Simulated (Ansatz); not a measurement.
`[F][W]([F])([F])([F])([F])[Cl]`, relaxed with RKS PBE0-D4/def2-TZVP in Ansatz from a PBE-D4/def2-SVP geometry. The force threshold is 0.005 eV/Å; the program also tests the step.

Charge 0, multiplicity 1. W takes the def2 core potential.

Start:

```xyz
7

F     0.849   -1.627    0.335
W     0.021    0.004   -0.027
F     1.288    0.889    1.016
F     1.162    0.192   -1.497
F    -1.204   -0.861   -1.134
F    -0.751    1.641   -0.473
Cl   -1.365   -0.237    1.781
```

Problem. By how much does the energy fall, and how many steps does the optimiser take? (Estimate.)

Solution. The calculation gave: 2.02 kcal/mol, in 4 steps.

Problem. Which bonds change most? (Estimate.)

Solution. Ansatz gave: W2–Cl7 from 2.290 to 2.261 Å; W2–F3 from 1.864 to 1.836 Å; W2–F5 from 1.864 to 1.836 Å; F1–W2 from 1.864 to 1.836 Å.

Problem. Give the relaxed structure. (Best estimate.)

Solution. Computed: 
```xyz
7

F     0.836   -1.601    0.336
W     0.021    0.004   -0.028
F     1.274    0.870    0.997
F     1.141    0.193   -1.479
F    -1.180   -0.854   -1.120
F    -0.741    1.617   -0.459
Cl   -1.351   -0.229    1.754
```
